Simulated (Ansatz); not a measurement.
Compare A (`F[Si]1([AlH2])C[SiH2]1`) with its isomer B (`F[Si]1([SiH3])[CH2][AlH]1`).

Computed with Ansatz on PBE0-D4/def2-TZVP structures; ΔE is electronic, products minus reactants. CCSD(T)/CBS adds triple-zeta CCSD(T) − MP2 to the extrapolated MP2 energy (def2 sets, frozen cores). Functionals use def2-TZVPP. B3LYP here is the variant with VWN-RPA as its local correlation; programs differ in this.

Q: Which isomer does CCSD(T)/CBS put lower? Give the gap. (Best estimate.)

A: The calculation gave: A, by 50.6 kJ/mol.

Q: Give E(B) − E(A) in kJ/mol with PBE0-D4, B2PLYP, CCSD(T)/def2-TZVPP, PBE-D4, CCSD/def2-TZVPP, ωB97M-V, B3LYP. (Estimate.)

A: The calculation gave: PBE0-D4 56.0, B2PLYP 48.3, CCSD(T)/def2-TZVPP 51.2, PBE-D4 61.3, CCSD/def2-TZVPP 46.6, ωB97M-V 54.7, B3LYP 48.4. None reverses the order clearly.

Largest T1 diagnostic: 0.015.

From PBE to PBE0 (25 % exact exchange), in def2-TZVPP and without D4, E(B) − E(A) moves by −4.8 kJ/mol. In def2-TZVPP, CCSD(T) changes the Hartree–Fock value by +21.3 kJ/mol (the triples alone add +4.7 kJ/mol) and MP2 by +18.4 kJ/mol.
